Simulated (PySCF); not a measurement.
PySCF 2.14 output of a UHF calculation on a single atom or ion in x2c-TZVPPall with one added diffuse shell each of s, p, d, f type (7s6p5d3f1g, 80 functions), with the spin-free X2C one-electron Hamiltonian (Gaussian nucleus):

```
SCF conv_tol = 1e-09
number electrons alpha = 10  beta = 9
cycle= 1 E= -762.519753691811  delta_E= -1.67e-10  |g|= 4.41e-06  |ddm|= 9.39e-05
converged SCF energy = -762.519753691811  <S^2> = 0.75014822  2S+1 = 2.0001482
```

The run itself started from symmetry-adapted Hartree-Fock orbitals and held the occupation by maximum overlap, so the iterations belong to that start.

Question: Which element, charge and spin multiplicity is this?

Answer: Sc²⁺ (scandium, charge +2), multiplicity 2; the state was [Ar] 4s1, 2S determinant (an excited configuration).
